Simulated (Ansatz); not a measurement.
C$_{3}$HF$_{5}$, SMILES `F/C=C(\F)C(F)(F)F`, relaxed with RKS PBE0-D4/def2-TZVP in the Gaussian-basis code of Ansatz from a PBE-D4/def2-SVP geometry. The force threshold is 0.005 eV/Å; the program also tests the step.

Charge 0, multiplicity 1.

Start:

```xyz
9

F    -1.188    0.811    2.172
C    -0.562    0.043    1.283
C    -0.196    0.508    0.074
F    -0.431    1.764   -0.320
C     0.515   -0.333   -0.954
F     0.714   -1.588   -0.492
F    -0.201   -0.411   -2.097
F     1.716    0.197   -1.269
H    -0.368   -0.991    1.604
```

**Question.** How much energy does the relaxation release, and in how many steps? (Estimate.)

**Answer.** Ansatz gave: 5.18 kJ/mol, in 5 steps.

**Question.** Which bonds change most? (Best estimate.)

**Answer.** Computed: C2–C3 from 1.346 to 1.322 Å; C2–H9 from 1.100 to 1.081 Å; C5–F6 from 1.352 to 1.334 Å; C5–F8 from 1.351 to 1.335 Å.

**Question.** Give the relaxed structure. (Best estimate.)

**Answer.** Ansatz gave: 
```xyz
9

F    -1.178    0.811    2.145
C    -0.556    0.040    1.269
C    -0.194    0.497    0.082
F    -0.425    1.742   -0.309
C     0.511   -0.332   -0.946
F     0.716   -1.573   -0.501
F    -0.200   -0.407   -2.073
F     1.696    0.197   -1.260
H    -0.371   -0.974    1.594
```
